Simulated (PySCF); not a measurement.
Work out the structure from these simulated measurements.

Formula: C2H9Al2FO2.

| Property | Result |
| --- | --- |
| Polarisability | 81.1 au [CAM-B3LYP/def2-SVPD] |
| Rotational structure | rotational constants A, B, C: 2.013, 1.723, 1.042 GHz [PBE0-D3(BJ)/def2-SVP] |
| NMR, other nuclei | isotropic shieldings of nuclei other than C and H, by class: 346 (2 O), 394 (1 F), 477 (1 Al), 523 (1 Al) ppm [GIAO HF/pcSseg-1] |
| UV, first state | lowest singlet excitation: 6.40 eV (194 nm, f = 0.000) [TDDFT CAM-B3LYP/def2-SVPD] |
| Dipole | 1.40 D [CAM-B3LYP/def2-SVPD] |
| 1H NMR | chemical shifts (computed TMS as zero) by class: 3.77 (1 H), 3.75 (1 H), 3.60 (6 H), 3.43 (1 H) ppm [GIAO HF/pcSseg-1] |
| Valence photoelectron | vertical ionisation energy: 10.27 eV [ΔSCF CAM-B3LYP/def2-SVPD] |
| XPS | C1s 293.2 (×2), O1s 539.1 (×2), F1s 691.0, Al1s 1567.0, Al1s 1567.5 eV [ΔSCF SCAN, pcX-2 on the ionised atom, pcseg-1 elsewhere, spin-free X2C] |
| Triplet | lowest triplet excitation (Tamm–Dancoff): 5.96 eV [TDA CAM-B3LYP/def2-SVPD] |
| 13C NMR | chemical shifts (computed TMS as zero) by class: 46.8 (2 C) ppm [GIAO HF/pcSseg-1] |

The electronic properties come from PySCF, for the isolated species, density fitting. Levels stand in brackets. Isolated species at its PBE0-D3(BJ)/def2-SVP geometry, gas phase. Each NMR value is the plain mean over a class of atoms that symmetry, rotation or inversion makes alike.

Question: Give a SMILES that accounts for the data.

Answer: Numbering: `[CH3:1][O+:2]1[AlH2-:3][O+:4]([CH3:5])[AlH-:6]1[F:7]`. 2 carbons fall into 1 class: O-methyl carbon [C1/C5] (46.8 ppm, 2 C). Hydrogen classes from least to most shielded: 1 H on an aluminium bonded to 2 O and 2 H, Al3 (3.77 ppm), 1 H on an aluminium bonded to 2 O and 2 H, Al3 (3.75 ppm), 6 H on 2 O-methyl carbons, C1/C5 (3.60 ppm), 1 H on an aluminium bonded to F, 2 O and H, Al6 (3.43 ppm). The other shieldings belong to: 346 ppm, oxygen bonded to 2 Al and C [O2/O4]; 394 ppm, fluorine bonded to Al [F7]; 477 ppm, aluminium bonded to 2 O and 2 H [Al3]; 523 ppm, aluminium bonded to F, 2 O and H [Al6]. The core levels belong to: C1s 293.2 eV, O-methyl carbon [C1/C5]; O1s 539.1 eV, oxygen bonded to 2 Al and C [O2/O4]; F1s 691.0 eV, fluorine bonded to Al [F7]; Al1s 1567.0 eV, aluminium bonded to 2 O and 2 H [Al3]; Al1s 1567.5 eV, aluminium bonded to F, 2 O and H [Al6]. One atom of each topological class was ionised and stands for its class. The first electron is taken from the HOMO, whose largest Löwdin shares are 0.33 on the aluminium bonded to 2 O and 2 H, 0.26 on an Al–H hydrogen and 0.25 on an Al–H hydrogen. By its constants the optimised geometry is an asymmetric top. Structure: `C[O+]1[AlH2-][O+](C)[AlH-]1[F]`. The assignments are read from this structure; whether some other isomer fits the data as well wasn't checked.
